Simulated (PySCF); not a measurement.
CCuO, SMILES [Cu][C+]=O, charge +1, multiplicity 1. Heavy atoms are numbered as in [Cu:1][C+:2]=[O:3].

Geometry: ωB97X-D3(BJ)/def2-TZVP. The multiplicity is an assumed one; other spin states were not compared.

The numbers are results of HF/pcSseg-2 in PySCF, not measurements.

GIAO shieldings, no solvent; atoms alike by connectivity are averaged. δ = σ(ref) − σ: ¹³C against TMS (σ = 193.3 ppm); ¹⁷O against H2O (σ = 326.0 ppm), references at their B3LYP-D3(BJ)/def2-TZVP geometries, non-relativistic.

```json
[
 {"nucleus": "¹³C", "atoms": "C2", "count": "1", "δ (ppm)": "188.9"},
 {"nucleus": "¹⁷O", "atoms": "O3", "count": "1", "δ (ppm)": "425.2"}
]
```
